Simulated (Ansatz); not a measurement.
Stretching the Al1–H3 bond in AlFHI (SMILES [F][AlH][I]) (multiplicity 1 held, fragments rigid). Energies count from the point at 1.559 Å.
Geometry at that point (charge 0, multiplicity 1):
```xyz
4

Al    -0.15958    -0.93431    -1.31852
F     -1.73146    -1.33496    -1.60855
H      0.94832    -1.46087    -2.28100
I      0.31527     0.48343     0.63960
```

R- and RO- levels are restricted; in cc, def2 and unpolarised 6-31G sets they are followed outwards from rest. Unrestricted levels (U-) break spin symmetry where that is lower. Active spaces are followed from a long bond inwards. Curves can end on different states.

Frozen-core correlation. Filled d and f shells under p-block atoms count as core.

The values were computed with Ansatz (Gaussian basis) for Hartree–Fock, density functionals and correlated methods. Values without a source in brackets are computed. In def2 rows elements past Kr take small-core potentials, without spin–orbit coupling.

Energies in kcal/mol.

| R (Å) | U-wB97X-V/def2-TZVPP | U-CCSD/def2-TZVPP | R-CCSD(T)/def2-TZVPP | U-CCSD(T)/def2-TZVPP | FIC-MRCISD+Q on CASSCF(2,2)/def2-TZVPP |
|---|---|---|---|---|---|
| 1.247 | 26.1 | 26.0 | 26.1 | 26.1 | 26.0 |
| 1.403 | 5.2 | 5.1 | 5.2 | 5.2 | 5.1 |
| 1.559 | 0.0 | 0.0 | 0.0 | 0.0 | 0.0 |
| 1.715 | 3.3 | 3.4 | 3.3 | 3.3 | 3.4 |
| 1.871 | 11.2 | 11.2 | 10.9 | 10.9 | 11.0 |
| 2.105 | 26.9 | 26.2 | 25.7 | 25.7 | 25.8 |
| 2.339 | 43.7 | 41.8 | 40.7 | 40.9 | 40.8 |
| 2.729 | 68.9 | 64.2 | 61.5 | 62.4 | 61.6 |
| 3.118 | 80.7 | 78.2 | 74.5 | 76.7 | 74.8 |
| 3.586 | 85.3 | 84.2 | 80.8 | 83.8 | 82.3 |
| 4.210 | 86.7 | 85.6 | 80.5 | 85.5 | 85.3 |
| 4.989 | 86.9 | 85.9 | 77.7 | 85.7 | 86.0 |

Doubts at one or more of the structures used: a spin-contaminated determinant (U-wB97X-V/def2-TZVPP, U-CCSD/def2-TZVPP, U-CCSD(T)/def2-TZVPP); T1 above 0.05 (U-CCSD/def2-TZVPP, R-CCSD(T)/def2-TZVPP, U-CCSD(T)/def2-TZVPP); a restricted determinant that unrestricted orbitals would lower (R-CCSD(T)/def2-TZVPP); other coupled-cluster roots lie near (R-CCSD(T)/def2-TZVPP).

Ansatz is a first-principles code.
